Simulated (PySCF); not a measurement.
Al(All)(H)2 (C3H7Al), SMILES C=C[CH2][AlH2].

The structure is a stationary point at B3LYP-D3(BJ)/def2-SVP. The structure was generated by enumeration; whether it is a known compound was not checked. One conformer was computed; it need not be the lowest.

Two levels are set side by side: PBE/def2-TZVP (PySCF) and HF/def2-TZVP (PySCF). Same geometry, gas phase. Differences are taken from unrounded values.

| quantity | HF |
|---|---|
| orbital gap (eV) | 11.46 |
| highest occupied level (eV) | -9.11 |
| lowest empty level (eV) | 2.35 |
| dipole moment (D) | 1.41 |
| mean polarisability (bohr³) | 62.6 |

Task: What does PBE give, and how far is it from HF? (The exact figures need the calculation; the answer reports its results.)

Result: 
```
quantity                       PBE  PBE minus HF
---------------------------  -----  ------------
orbital gap (eV)              4.30         -7.17
highest occupied level (eV)  -5.89          3.22
lowest empty level (eV)      -1.59         -3.94
dipole moment (D)             1.30         -0.11
mean polarisability (bohr³)   68.2           5.6
```

Without exact exchange PBE keeps part of each electron's self-repulsion, which lifts occupied levels and narrows the gap. Loosely held outer electrons make PBE densities more polarisable. Differences between two approximate levels are no errors against the true value.

Rough cost on one machine, each run with all the roots and properties that it gave: HF against PBE about 1/4.
